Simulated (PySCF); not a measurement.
Sn (tin, neutral) across methods

[Kr] 4d10 5s1 5p2 5d1, one real determinant (an excited configuration). Calculation: PySCF 2.14, in aug-cc-pVTZ-PP with ECP28MDF (6s5p4d2f, 55 functions); scalar relativity through the core potential. The B2PLYP total includes its PT2 part (frozen core); its orbital energies are those of the SCF part.

```
 method  E (hartree)  mean ε 5s α (eV)  mean ε 5p α (eV)  mean ε 5d α (eV)  Σ⟨r²⟩ (bohr²)   ⟨S²⟩
 revPBE    -213.8923           -14.538            -6.889            -0.529          81.08  6.001
    UHF   -212.98590           -19.857           -10.677            -1.470          82.57  6.003
   TPSS    -213.7495           -14.640            -6.961            -0.463          80.95  6.002
 B2PLYP    -213.5643           -17.386            -8.811            -0.943          81.79  6.001
 r2SCAN    -213.9208           -15.189            -7.310            -0.436          80.98  6.003
    LDA    -213.4787           -14.823            -7.001            -0.472          80.23  6.001
    PBE    -213.8324           -14.585            -6.909            -0.509          80.87  6.001
r2SCANh    -213.9123           -15.724            -7.685            -0.557          80.96  6.003
   PBE0    -213.8496           -16.074            -7.971            -0.817          80.97  6.001
```

⟨L²⟩ = 7.88 against 12 for a pure F term, so this real determinant mixes terms. Energies and moments cover only the electrons outside the core potential. The outer electron is Rydberg-like, and this basis confines it to a smaller radius and binds it less than a complete one would.
